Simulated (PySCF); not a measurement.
C3H7O3S (doublet state).
Cartesian coordinates in Å at the GFN2-xTB level; atoms count from 1:
```
atom  x, y, z in Å
C1     0.2069    1.0665   -1.0158
C2     0.1882   -0.2965   -0.4188
C3     1.2014   -0.6185    0.6226
S4    -1.4954   -0.2917    0.6008
O5    -2.4191   -0.0176   -0.4648
O6    -1.2296    0.7672    1.5322
O7    -1.4685   -1.6370    1.1043
H8     1.0823    1.1758   -1.6624
H9    -0.6852    1.2333   -1.6144
H10    0.2567    1.8220   -0.2347
H11   -0.0289   -1.1024   -1.1144
H12    0.9610   -1.5592    1.1113
H13    2.1882   -0.7117    0.1602
H14    1.2414    0.1692    1.3717
```

The geometry is computed with GFN2-xTB (gas phase). This method treats the open shell by occupation alone, without spin polarisation.

Masses are those of the commonest isotopes; rigid-rotor values at the optimised geometry. 

Problem. Give the principal moments of inertia and the rotational constants in MHz.

Solution. Ia = 157.17, Ib = 225.33, Ic = 274.66 u·Å²; 505379 MHz·u·Å²/I gives A = 3215, B = 2243, C = 1840 MHz.

Problem. What kind of rotor is it?

Solution. An asymmetric top: κ = (2 × 2243 − 3215 − 1840)/(3215 − 1840) = -0.41.

Problem. Is it planar, by Δ = Ic − Ia − Ib?

Solution. Not planar: Δ = Ic − Ia − Ib = -107.84 u·Å². For a rigid frame Δ = −2 Σ m c², so Σ m c² = 53.92 u·Å² lies off the ab plane: 5.52 from hydrogen and 48.41 from heavier atoms. The atom farthest from that plane is 1.62 Å away.

Problem. Give the other two planar moments, Paa and Pbb, and the rms extents of the mass along the axes.

Solution. Paa = Σ m a² = (Ib + Ic − Ia)/2 = 171.41 and Pbb = Σ m b² = (Ia + Ic − Ib)/2 = 103.25 u·Å². With the mass M = 123.01 u, the rms extents √(P/M) along a, b and c are 1.18, 0.92, 0.66 Å.

Problem. List the rotational levels J(Ka,Kc) to J = 3 (cm⁻¹).

Solution. Above 0(0,0):
J = 1: 1(0,1) 0.1362, 1(1,1) 0.1686, 1(1,0) 0.1821
J = 2: 2(0,2) 0.4052, 2(1,2) 0.4276, 2(1,1) 0.4679, 2(2,1) 0.5652, 2(2,0) 0.5686
J = 3: 3(0,3) 0.8014, 3(1,3) 0.8141, 3(1,2) 0.8941, 3(2,2) 0.9738, 3(2,1) 0.9895, 3(3,1) 1.1715, 3(3,0) 1.1720

For this open shell read J as N, the rotation without spin; fine and hyperfine splittings come on top. No frequency check. No vibrational averaging or centrifugal distortion is included, and the geometry carries the error of its method.
